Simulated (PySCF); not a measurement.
Candidates: TeF₂, TeCl₂, TeBr₂, TeI₂. Level: PBE0 in the def2-TZVP basis family, computed in PySCF with density fitting; scalar-relativistic core potentials for atoms from Rb on, none lighter, no spin–orbit coupling; open shells unrestricted.

One of them gave a singlet of C2v symmetry with wavenumbers 63, 207, 208 cm⁻¹ and a HOMO–LUMO gap of 3.19 eV.

Task: Which molecule is it?
A. TeI₂
B. TeBr₂
C. TeCl₂
D. TeF₂

Result: A. That is TeI₂, with Te–I 2.683 Å (×2). The others give TeF₂ 1.890 Å and 655 cm⁻¹ for the highest mode; TeCl₂ 2.320 Å and 392 cm⁻¹ for the highest mode; TeBr₂ 2.478 Å and 266 cm⁻¹ for the highest mode.

The structures come from searches over a few start shapes, so lower isomers are not excluded.
